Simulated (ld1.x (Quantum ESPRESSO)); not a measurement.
**Which change was made? (Mn, ultrasoft)**

```
Element                 : Mn (Z = 25)
Generator               : ld1.x (Quantum ESPRESSO) 7.5
Type                    : ultrasoft
Functional              : LDA (PZ)
Relativity              : scalar-relativistic
Frozen core             : [Ar]
Valence charge          : 7
Reference configuration : 3d5 4s1.75 4p0.25
Partial waves           : 4s (bound): rcut 2.20, rcutus 2.95 bohr; 4s channel at 1.8 Ry: rcut 2.20, rcutus 2.95 bohr; 4p (bound): rcut 2.35, rcutus 2.80 bohr; 4p channel at 4.35 Ry: rcut 2.35, rcutus 2.80 bohr; 3d (bound): rcut 1.25, rcutus 1.70 bohr; 3d channel at 0.2 Ry: rcut 1.25, rcutus 1.70 bohr
Local potential         : all-electron potential smoothed inside 1.65 bohr (lloc = -1)
Core correction         : Bessel-smoothed model core inside 0.80 bohr
Augmentation charge     : PSQ, inside the norm-conserving radii
```

Cutoffs, loose and tight: the cutoffs (Ry, on a coarse ladder) from which the occupation-weighted sum of valence levels, in a spherical-Bessel basis at the reference potential, stays within 10 and 1 mRy of its value at 400 Ry. They do not see the model core or the augmentation charge, which bear on the density cutoff. Test errors are all-electron minus pseudo excitation energies from the reference, over the configurations 3d5 4s2 4p0; 3d5 4s1 4p0; 3d5 4s0 4p0; 3d6 4s1 4p0; 3d4 4s2 4p0; 3d5 4s1 4p1; 3d5 4s0 4p1 (two spin-polarised tests are not counted in the largest error); variants that change the core or the reference have their own tests. The largest error is taken over the tests solved by every variant that gives reliable tests at all, those not shown here included: 3d4 4s2 4p0; 3d5 4s0 4p0; 3d5 4s0 4p1; 3d5 4s2 4p0.

The base gives: outcome: generated; cutoff, loose: 35 Ry; cutoff, tight: 55 Ry; bound ghosts: none; largest test error (meV): +131.

After one change the result is: outcome: generated, overlap not positive; bound ghosts: not determined (overlap not positive); largest test error (meV): -38. Which change was it?
A. wave 4s channel at 1.8 Ry: rcut 2.20, rcutus 2.95 bohr becomes 4s channel at -0.25 Ry: rcut 2.20, rcutus 2.95 bohr
B. local potential all-electron potential smoothed inside 1.18 bohr (lloc = -1)
C. all radii but the core radius scaled by about 1.17 (s 3.46, p 3.28, d 2.00 bohr, rcut 2.58/2.76/1.46); local potential all-electron potential smoothed inside 1.94 bohr (lloc = -1)

B. The others give: all radii but the core radius scaled by about 1.17 (s 3.46, p 3.28, d 2.00 bohr, rcut 2.58/2.76/1.46); local potential all-electron potential smoothed inside 1.94 bohr (lloc = -1) → outcome: generated; cutoff, loose: 25 Ry; cutoff, tight: 40 Ry; bound ghosts: none; largest test error (meV): test run stopped at test 1 of 9 (negative rho) | wave 4s channel at 1.8 Ry: rcut 2.20, rcutus 2.95 bohr becomes 4s channel at -0.25 Ry: rcut 2.20, rcutus 2.95 bohr → outcome: generated; cutoff, loose: 35 Ry; cutoff, tight: 55 Ry; bound ghosts: s; largest test error (meV): -426. A file whose overlap is not positive is unfit for use, and its test errors describe a broken file.
